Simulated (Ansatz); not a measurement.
`[F][In]([F])[Br]` and `[F][Al]([F])[Br]` differ in one element.

Ansatz, PBE0-D4/def2-TZVP geometries, multiplicity 1. 

Elements past krypton have def2 core potentials. Scalar relativity is left out up to krypton.

```
                                          property  `[F][In]([F])[Br]`
                HOMO energy (PBE0/def2-TZVPP) / eV               -9.33
  size of the dipole moment (B3LYP/def2-TZVPP) / D                1.77
                 HOMO energy (PBE/def2-TZVPP) / eV               -7.98
    zero-point energy (PBE0-D4/def2-TZVP) / kJ/mol                11.1
             HOMO energy (ωB97M-V/def2-TZVPP) / eV              -11.56
size of the dipole moment (ωB97M-V/def2-TZVPP) / D                1.66
```

**Question.** What does the change do to each property? (An estimate is asked.)

**Answer.** The calculation gave: 
| property | `[F][Al]([F])[Br]` | shift |
| --- | --- | --- |
| HOMO energy (PBE0/def2-TZVPP) / eV | -9.25 | 0.08 |
| size of the dipole moment (B3LYP/def2-TZVPP) / D | 0.67 | -1.10 |
| HOMO energy (PBE/def2-TZVPP) / eV | -7.91 | 0.07 |
| zero-point energy (PBE0-D4/def2-TZVP) / kJ/mol | 16.8 | 5.7 |
| HOMO energy (ωB97M-V/def2-TZVPP) / eV | -11.48 | 0.08 |
| size of the dipole moment (ωB97M-V/def2-TZVPP) / D | 0.59 | -1.07 |

With PBE0 the HOMO rises by 0.08 eV and the LUMO rises by 1.71 eV, so the gap widens by about 1.63 eV. PBE moves the HOMO by 0.07 eV and ωB97M-V by 0.08 eV. Dipoles are sizes alone; their direction can turn.

B3LYP here is the variant with VWN-RPA as its local correlation; programs differ in this.

Spin–orbit coupling is left out; it splits and shifts lone-pair levels of the heavy atoms by tenths of an eV.
